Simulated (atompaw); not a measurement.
# What one change does to a pseudopotential (Sm (Z = 62), PAW (atompaw))

```json
{
 "Element": "Sm (Z = 62)",
 "Generator": "atompaw 4.2.0.5",
 "Type": "PAW",
 "Functional": "PBE",
 "Relativity": "scalar-relativistic",
 "Frozen core": "[Kr] 4d10 4f6",
 "Valence charge": "10",
 "Reference configuration": "5s2 5p6 5d0 6s1.5 6p0 (charge +0.5)",
 "Partial waves": "5s (bound): rc 2.45 bohr; 6s (bound): rc 2.25 bohr; 5p (bound): rc 2.50 bohr; 6p (bound, empty): rc 3.00 bohr; 5d (bound, empty): rc 2.30 bohr; 5d channel at 1.7 Ry: rc 3.00 bohr",
 "Local potential": "ultrasoft scheme with l = 3 at 0 Ry, radius 2.70 bohr",
 "Core correction": "smooth core density matched at 2.55 bohr",
 "Augmentation charge": "gaussian compensation charge, radius 2.95 bohr; PAW radius 3.00 bohr; waves and projectors: custom rrkj gramschmidtortho"
}
```

Change: all radii scaled by about 0.82 (s 2.02, p 2.06, d 1.88 bohr); local potential ultrasoft scheme with l = 3 at 0 Ry, radius 2.22 bohr; augmentation gaussian compensation charge, radius 2.42 bohr; PAW radius 2.46 bohr; waves and projectors: custom rrkj gramschmidtortho; core correction smooth core density matched at 2.10 bohr.

Cutoffs: the cutoffs (Ry, on a coarse ladder) from which the occupation-weighted sum of valence levels, in a spherical-Bessel basis at the reference potential, stays within 10 and 1 mRy of its value at 400 Ry; they do not see the model core or the augmentation charge, which bear on the density cutoff.

What does the change do?

The potential gets harder (15 Ry and 21 Ry → 18 Ry and 35 Ry); neither file shows a bound ghost. A smaller radius makes the pseudo-wave follow the all-electron one further in, where it bends more sharply, so more plane waves are needed.

| quantity | base | changed |
| --- | --- | --- |
| cutoff, loose | 15 Ry | 18 Ry |
| cutoff, tight | 21 Ry | 35 Ry |
| loose cutoff by channel (10 mRy a level) | s 12 Ry, p 10 Ry | s 12 Ry, p 15 Ry |
| bound ghosts | none | none |
| lowest overlap eigenvalue by channel | s 0.19, p 0.06, d 0.21 | s 0.35, p 0.09, d 0.71 |

 The cutoffs see the waves, projectors and local potential, not the compensation charge or the core.
